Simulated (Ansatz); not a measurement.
Calculated with Ansatz (gas phase, PBE0-D4/def2-TZVP geometries, no zero-point term in ΔE). CCSD(T)/CBS adds triple-zeta CCSD(T) − MP2 to the extrapolated MP2 energy (def2 sets, frozen cores). This one scheme is used for every species. DFT in def2-TZVPP. B3LYP here is the variant with VWN-RPA as its local correlation; programs differ in this. For Ge outer-core shells are correlated without core-valence functions, which leaves a few kJ/mol of doubt a bond. Scalar relativity is left out up to krypton. Each species was taken in one conformer, which may not be the lowest.

Consider the ligand exchange at a Ge–S bond: `[NH2][Ge][SH]` + CH₃SH → `C[S][Ge][NH2]` + H₂S.

| level | ΔE (kJ/mol) | difference from CCSD(T)/CBS |
| --- | --- | --- |
| PBE0-D4 | 2.4 | 1.4 |
| ωB97X-V | 3.8 | 2.8 |
| ωB97M-V | 3.5 | 2.5 |
| B2PLYP | 3.8 | 2.8 |
| PBE | 3.8 | 2.8 |
| r2SCAN | 3.0 | 2.0 |
| B3LYP | 6.1 | 5.1 |
| HF/def2-TZVPP | 9.4 | 8.4 |
| MP2/def2-TZVPP | 0.0 | -1.0 |
| CCSD/def2-TZVPP | 3.2 | 2.2 |
| CCSD(T)/def2-TZVPP | 1.5 | 0.5 |
| HF/def2-QZVPP | 9.7 | 8.7 |
| MP2/def2-QZVPP | -0.1 | -1.1 |
| SCS-MP2/def2-QZVPP | 2.0 | 1.0 |
| HF/CBS(def2) | 9.7 | 8.7 |
| MP2/CBS(def2) | -0.5 | -1.5 |
| CCSD(T)/CBS | 1.0 | 0 |

Largest T1 diagnostic among the species: 0.014.

The D4 term adds −3.8 kJ/mol with B3LYP and −2.2 kJ/mol with PBE0; it sums over pairs of atoms, weighted by their polarisabilities, and B3LYP, whose exchange is more repulsive, gets the larger term. In def2-TZVPP, CCSD(T) changes the Hartree–Fock value by −7.8 kJ/mol (the triples alone add −1.6 kJ/mol) and MP2 by −9.3 kJ/mol.
